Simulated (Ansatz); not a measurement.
(NaBr)2 ring (Na₂Br₂). Total charge 0; singlet. Geometry relaxed at PBE-D4/def2-SVP.

```tsv
atom	x (Å)	y (Å)	z (Å)
Na1	0.961	0.568	1.206
Br2	-0.197	-1.859	1.033
Na3	-0.963	-0.568	-1.205
Br4	0.199	1.859	-1.034
```

Q: Estimate the harmonic wavenumbers at RKS PBE-D4/def2-SVP (Ansatz, unscaled). Is this a minimum?

A: 73, 96, 185, 206, 221, 242 cm⁻¹. Yes, no mode is imaginary beyond noise. Zero-point energy 6.1 kJ/mol. Hardware: 4 threads of Arm Neoverse V1 on a shared host. Wall time 15 s.
